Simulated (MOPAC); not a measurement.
MOPAC input (AM1):

```
AM1 1SCF UHF MS=0.5 GEO-OK AUX(PRECISION=9) THREADS=1
C2H7O2Si

C     1.58120600 1   -0.83682400 1    0.33867900 1
Si   -0.03035600 1    0.05599600 1   -0.05012300 1
C    -1.54515900 1   -0.82762500 1    0.57351100 1
O     0.02720700 1    0.07578800 1   -1.70358700 1
O    -0.08332200 1    1.55223900 1    0.64002300 1
H     1.56899300 1   -1.85740300 1   -0.04220200 1
H     2.44011300 1   -0.31565900 1   -0.08416800 1
H     1.68859700 1   -0.86048900 1    1.42641900 1
H    -2.45070900 1   -0.32281200 1    0.23473600 1
H    -1.56578200 1   -1.85709500 1    0.21497900 1
H    -1.54855600 1   -0.83221500 1    1.66522800 1
H     0.52496300 1    2.22420600 1    0.32208900 1
```

Output:

```
 *******************************************************************************
 **                                                                           **
 **                              MOPAC v23.2.5                                **
 **                                                                           **
 *******************************************************************************
 ** MOPAC's Digital Object Identifier: https://doi.org/10.5281/zenodo.6511958 **
 **                                                                           **
 ** Please cite the open-source release paper for use of this MOPAC version:  **
 ** J. E. Moussa and J. J. P. Stewart (2026)                                  **
 ** MOPAC: An open-source semiempirical molecular orbital program             **
 ** J. Open Source Softw., 11(119), 8025, https://doi.org/10.21105/joss.08025 **
 *******************************************************************************

                              AM1 CALCULATION RESULTS

 *******************************************************************************
 *  AM1        - The AM1 Hamiltonian to be used
 *  GEO-OK     - OVERRIDE INTERATOMIC DISTANCE AND OTHER SAFETY CHECKS
 *  UHF        - UNRESTRICTED HARTREE-FOCK CALCULATION
 *  MS=        - IN MECI, MAGNETIC COMPONENT OF SPIN =  0.5
 *  1SCF       - DO 1 SCF AND THEN STOP
 *  AUX        - OUTPUT AUXILIARY INFORMATION
 *******************************************************************************
AM1 1SCF UHF MS=0.5 GEO-OK AUX(PRECISION=9) THREADS=1
 C2H7O2Si

   ATOM   CHEMICAL          X               Y               Z
  NUMBER   SYMBOL      (ANGSTROMS)     (ANGSTROMS)     (ANGSTROMS)

     1       C          1.58120600  *  -0.83682400  *   0.33867900  *
     2      Si         -0.03035600  *   0.05599600  *  -0.05012300  *
     3       C         -1.54515900  *  -0.82762500  *   0.57351100  *
     4       O          0.02720700  *   0.07578800  *  -1.70358700  *
     5       O         -0.08332200  *   1.55223900  *   0.64002300  *
     6       H          1.56899300  *  -1.85740300  *  -0.04220200  *
     7       H          2.44011300  *  -0.31565900  *  -0.08416800  *
     8       H          1.68859700  *  -0.86048900  *   1.42641900  *
     9       H         -2.45070900  *  -0.32281200  *   0.23473600  *
    10       H         -1.56578200  *  -1.85709500  *   0.21497900  *
    11       H         -1.54855600  *  -0.83221500  *   1.66522800  *
    12       H          0.52496300  *   2.22420600  *   0.32208900  *

          CARTESIAN COORDINATES

    NO.       ATOM           X           Y           Z

     1         C          1.5812     -0.8368      0.3387
     2        Si         -0.0304      0.0560     -0.0501
     3         C         -1.5452     -0.8276      0.5735
     4         O          0.0272      0.0758     -1.7036
     5         O         -0.0833      1.5522      0.6400
     6         H          1.5690     -1.8574     -0.0422
     7         H          2.4401     -0.3157     -0.0842
     8         H          1.6886     -0.8605      1.4264
     9         H         -2.4507     -0.3228      0.2347
    10         H         -1.5658     -1.8571      0.2150
    11         H         -1.5486     -0.8322      1.6652
    12         H          0.5250      2.2242      0.3221

  H: (AM1): M.J.S. DEWAR ET AL, J. AM. CHEM. SOC. 107 3902-3909 (1985)
  C: (AM1): M.J.S. DEWAR ET AL, J. AM. CHEM. SOC. 107 3902-3909 (1985)
  O: (AM1): M.J.S. DEWAR ET AL, J. AM. CHEM. SOC. 107 3902-3909 (1985)
 Si: (AM1): M.J.S.DEWAR, C. JIE, ORGANOMETALLICS, 6, 1486-1490 (1987).

           Empirical Formula: C2 H7 O2 Si  =    12 atoms

      MOLECULAR POINT GROUP   :   C1

          UHF CALCULATION, NO. OF ALPHA ELECTRONS =   16
                           NO. OF BETA  ELECTRONS =   15

 -------------------------------------------------------------------------------
 AM1 1SCF UHF MS=0.5 GEO-OK AUX(PRECISION=9) THREADS=1
 C2H7O2Si

     1SCF WAS SPECIFIED, SO BFGS WAS NOT USED
     SCF FIELD WAS ACHIEVED

                              AM1 CALCULATION
                                                       MOPAC v23.2.5 Linux

          FINAL HEAT OF FORMATION =        -95.10072 KCAL/MOL =    -397.90143 KJ/MOL

          COSMO AREA              =        124.22 SQUARE ANGSTROMS
          COSMO VOLUME            =        113.91 CUBIC ANGSTROMS

          IONIZATION POTENTIAL    =         11.092532 EV
          ALPHA SOMO LUMO (EV)    =        -11.093  1.337
          BETA  SOMO LUMO (EV)    =        -11.116 -1.329
          NO. OF ALPHA ELECTRONS  =         16
          NO. OF BETA  ELECTRONS  =         15
          MOLECULAR WEIGHT        =         91.1616         POINT GROUP:  C1

          MOLECULAR DIMENSIONS (Angstroms)

            Atom       Atom       Distance
            H     9    H     7     4.90121
            H    12    H     6     4.09384
            H    11    O     4     3.31601

          SCF CALCULATIONS        =          1

   ATOM   CHEMICAL          X               Y               Z
  NUMBER   SYMBOL      (ANGSTROMS)     (ANGSTROMS)     (ANGSTROMS)

     1       C          1.58120600  *  -0.83682400  *   0.33867900  *
     2      Si         -0.03035600  *   0.05599600  *  -0.05012300  *
     3       C         -1.54515900  *  -0.82762500  *   0.57351100  *
     4       O          0.02720700  *   0.07578800  *  -1.70358700  *
     5       O         -0.08332200  *   1.55223900  *   0.64002300  *
     6       H          1.56899300  *  -1.85740300  *  -0.04220200  *
     7       H          2.44011300  *  -0.31565900  *  -0.08416800  *
     8       H          1.68859700  *  -0.86048900  *   1.42641900  *
     9       H         -2.45070900  *  -0.32281200  *   0.23473600  *
    10       H         -1.56578200  *  -1.85709500  *   0.21497900  *
    11       H         -1.54855600  *  -0.83221500  *   1.66522800  *
    12       H          0.52496300  *   2.22420600  *   0.32208900  *

                             CARTESIAN COORDINATES

   1    C        1.581206000    -0.836824000     0.338679000
   2   Si       -0.030356000     0.055996000    -0.050123000
   3    C       -1.545159000    -0.827625000     0.573511000
   4    O        0.027207000     0.075788000    -1.703587000
   5    O       -0.083322000     1.552239000     0.640023000
   6    H        1.568993000    -1.857403000    -0.042202000
   7    H        2.440113000    -0.315659000    -0.084168000
   8    H        1.688597000    -0.860489000     1.426419000
   9    H       -2.450709000    -0.322812000     0.234736000
  10    H       -1.565782000    -1.857095000     0.214979000
  11    H       -1.548556000    -0.832215000     1.665228000
  12    H        0.524963000     2.224206000     0.322089000

           Empirical Formula: C2 H7 O2 Si  =    12 atoms

      MOLECULAR POINT GROUP   :   C1

          ALPHA EIGENVALUES
 -36.27248 -35.96242 -29.42444 -28.99109 -18.54644 -16.40950 -15.54358 -14.91131
 -14.36594 -13.66372 -13.57841 -13.55719 -13.20430 -12.77414 -11.82219 -11.09253
   1.33656   1.57153   1.65108   2.15395   4.29006   4.33607   4.41489   4.42880
   5.12743   5.21780   5.72836

           BETA EIGENVALUES
 -36.30896 -32.49254 -29.27508 -28.83142 -18.54746 -15.84735 -14.75638 -14.54091
 -13.77197 -13.59195 -13.29167 -13.22172 -12.41199 -11.50435 -11.11559  -1.32879
   1.53099   1.57956   2.22250   2.45422   4.35747   4.39453   4.44398   4.46200
   5.17082   5.24422   5.72951

              NET ATOMIC CHARGES AND DIPOLE CONTRIBUTIONS

  ATOM NO.   TYPE          CHARGE      No. of ELECS.   s-Pop       p-Pop
    1          C          -0.593763        4.5938     1.27348     3.32028
    2         Si           1.447128        2.5529     0.76803     1.78484
    3          C          -0.580357        4.5804     1.26665     3.31371
    4          O          -0.447020        6.4470     1.93443     4.51259
    5          O          -0.655693        6.6557     1.83752     4.81817
    6          H           0.101037        0.8990     0.89896
    7          H           0.094796        0.9052     0.90520
    8          H           0.093546        0.9065     0.90645
    9          H           0.101255        0.8987     0.89875
   10          H           0.095109        0.9049     0.90489
   11          H           0.099670        0.9003     0.90033
   12          H           0.244293        0.7557     0.75571
 DIPOLE           X         Y         Z       TOTAL
 POINT-CHG.     0.389    -0.194     0.699     0.823
 HYBRID         0.414    -0.104     0.207     0.474
 SUM            0.803    -0.298     0.906     1.247

          ATOMIC ORBITAL ELECTRON POPULATIONS

     Atom    s        px        py        pz
    1  C   1.27348   1.16552   1.09507   1.05970
    2 Si   0.76803   0.69135   0.57245   0.52104
    3  C   1.26665   1.15408   1.08296   1.07667
    4  O   1.93443   1.06564   1.89367   1.55327
    5  O   1.83752   1.66011   1.40322   1.75484
    6  H   0.89896
    7  H   0.90520
    8  H   0.90645
    9  H   0.89875
   10  H   0.90489
   11  H   0.90033
   12  H   0.75571

                    (SZ)    =    0.500000
                    (S**2)  =    0.760582

          ATOMIC ORBITAL SPIN POPULATIONS

    Atom   Total    s     px     py     pz
         Atomic
    1  C  0.1331  0.019  0.070  0.029  0.015
    2 Si -0.1295 -0.027 -0.058 -0.015 -0.029
    3  C  0.0613  0.008  0.030  0.014  0.009
    4  O  0.9748  0.008  0.890  0.038  0.040
    5  O -0.0114 -0.001 -0.004 -0.002 -0.005
    6  H -0.0062 -0.006
    7  H -0.0073 -0.007
    8  H -0.0037 -0.004
    9  H -0.0045 -0.005
   10  H -0.0024 -0.002
   11  H -0.0031 -0.003
   12  H -0.0011 -0.001

 **********************
 *                    *
 * JOB ENDED NORMALLY *
 *                    *
 **********************

 == MOPAC DONE ==
```

The geometry given is a B3LYP-D3(BJ)/def2-TZVP minimum.
